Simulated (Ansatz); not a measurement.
Geometry optimisation, Ansatz, RKS r2SCAN-D4/def2-SVP.

Input:

```yaml
crystal:
  periodic: [false, false, false]
  atoms:
    - { symbol: Hf, position_ang: [-0.094893, 0.096232, -0.036559] }
    - { symbol: O, position_ang: [-0.173499, 0.052171, 1.963684] }
    - { symbol: H, position_ang: [-0.72142, 0.096331, 2.757269] }
    - { symbol: Cl, position_ang: [2.116071, 0.308579, -0.805457] }
    - { symbol: Cl, position_ang: [-1.275358, 1.98222, -0.760856] }
    - { symbol: Cl, position_ang: [-1.181962, -1.756461, -0.98357] }
    - { symbol: H, position_ang: [1.356695, -2.263143, 1.236567] }
    - { symbol: H, position_ang: [1.034065, -1.783829, 1.666723] }
basis:
  gaussian: { orbitals: def2-SVP }
hamiltonian:
  xc: r2scan
  dispersion: d4
relax:
  f_tol: 0.03
  max_steps: 50
output:
  orbitals: {}
```

Launched with:

```bash
$ ansatz run input.yaml --threads 4 --pin off --max-ram 5120MiB --backend cpu --events-out ev --progress --plain --runs-dir out
```

Q: Where does it end, and by what steps?

A: It converged. The force dipped under the threshold on the way, but the program's further checks kept it going. After 20 steps the energy has fallen by 0.228 eV; H8 moved furthest, 0.75 Å.

| step | energy less start (eV) | largest force component (eV/Å) | accepted |
| --- | --- | --- | --- |
| 0 | 0.0000 | 2.046 | yes |
| 1 | -0.1667 | 0.269 | yes |
| 2 | -0.1817 | 0.168 | yes |
| 3 | -0.1906 | 0.227 | yes |
| 4 | -0.2037 | 0.624 | yes |
| 5 | -0.1967 | 1.447 | no |
| 6 | -0.2127 | 0.062 | yes |
| 7 | -0.2191 | 0.016 | yes |
| 8 | -0.2197 | 0.172 | yes |
| 9 | -0.2205 | 0.054 | yes |
| 10 | -0.2209 | 0.035 | yes |
| 11 | -0.1487 | 1.370 | no |
| 12 | -0.2215 | 0.048 | yes |
| 13 | -0.2218 | 0.017 | yes |
| 14 | -0.2200 | 0.336 | no |
| 15 | -0.2222 | 0.101 | yes |
| 16 | -0.2225 | 0.154 | yes |
| 17 | -0.2252 | 0.009 | yes |
| 18 | -0.2258 | 0.102 | yes |
| 19 | -0.2260 | 0.104 | yes |
| 20 | -0.2276 | 0.006 | yes |

```xyz
8
Properties=species:S:1:pos:R:3
Hf -0.218 0.258 -0.042
O -0.451 0.303 1.836
H -0.569 0.303 2.788
Cl 2.060 0.518 -0.571
Cl -1.425 2.047 -0.969
Cl -1.062 -1.761 -0.909
H 1.116 -2.665 1.243
H 1.609 -2.270 1.663
```

Whether the end is a true minimum wasn't checked by a vibrational analysis.

Run time: 44 s on 4 threads of Intel(R) Xeon(R) Platinum 8488C (Sapphire Rapids) (shared host), peak memory 0.24 GiB.
